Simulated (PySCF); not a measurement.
BaI2, SMILES [I][Ba][I]. Atoms are numbered in the order given.

```xyz
3

Ba     0.0000     0.0000    -0.7265
I      0.0000     2.9583     0.3838
I      0.0000    -2.9583     0.3838
```

Coordinates come from a B3LYP-D3(BJ)/def2-SVP optimisation. The def2 effective core potentials stand for the cores of Ba, I; spin–orbit coupling is left out.

Level of theory: PBE0/def2-TZVPD in PySCF.

Mulliken values depend strongly on the basis, most of all with diffuse functions as here. ESP charges are fitted to the potential on shells at 1.4 to 2.0 van der Waals radii. Atomic charges (e):

```
atom  Mulliken  ESP fit
----  --------  -------
Ba1       1.46        …
I2       -0.73        …
I3       -0.73        …
```

Task: Fill in the missing entries. (An estimate is asked for; the answer gives what the named calculation found.)

Result: 
- Ba1, ESP fit: 1.07
- I2, ESP fit: -0.53
- I3, ESP fit: -0.53
